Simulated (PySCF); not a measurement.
CH8P2Si2

CH8P2Si2 is a carbene (divalent C1, bonded to 2 P), neutral, triplet. The structure, one conformer, was relaxed in the gas phase by PBE0-D3(BJ)/def2-SVP. No frequency run checks that it is a minimum.

This triplet is an excited state: in a carbene with lone-pair donors on the centre (P, P) the singlet is known to lie well below it (the gap isn't computed here), so the molecule in its ground state shows no EPR spectrum.

SMILES: [SiH3]P[C]P[SiH3]

Coordinates in Å:
```
C1     -0.030   -0.077   -0.375
P2      1.218    1.076    0.058
Si3     3.041   -0.287   -0.056
P4     -1.180   -1.079    0.490
Si5    -3.014    0.270    0.372
H6      1.410    1.723   -1.203
H7      3.083   -1.068   -1.327
H8      2.945   -1.217    1.107
H9      4.279    0.545    0.068
H10    -1.562   -1.979   -0.555
H11    -2.744    1.427    1.274
H12    -3.267    0.758   -1.016
H13    -4.205   -0.486    0.867
```

EPR values by unrestricted B3LYP, IGLO-III on C P Si, pcH-1 on H.

(1) Predict g and the largest hyperfine couplings. Where does the spin sit?

(2) How do the isotropic couplings move with BHandHLYP?

Answers

(1) g = 2.0010, 2.0023, 2.0029. The zero-field splitting dominates the spectrum: D = 0.4 cm⁻¹, |E| = 0.0012 cm⁻¹ (spin-spin and spin-orbit parts, DFT, rough). The spin sits on C1 (73 %, bonded to 2 P) by Mulliken populations.
```csv
atom,isotope,isotropic (MHz),"dipolar, principal values (MHz)"
C1,13C,134.5,"-60.7, 26.8, 33.9"
P4,31P,42.7,"-30.5, -29.1, 59.6"
P2,31P,41.3,"-30.6, -29.2, 59.9"
Si5,29Si,-68.2,"-11.9, 5.6, 6.3"
Si3,29Si,-68.2,"-11.8, 5.6, 6.3"
H6,1H,57.2,"-2.9, -1.8, 4.7"
```

(2) C1 134.5 to 163.9 MHz, P4 42.7 to 10.8 MHz, P2 41.3 to 9.3 MHz, Si5 -68.2 to -66.0 MHz.
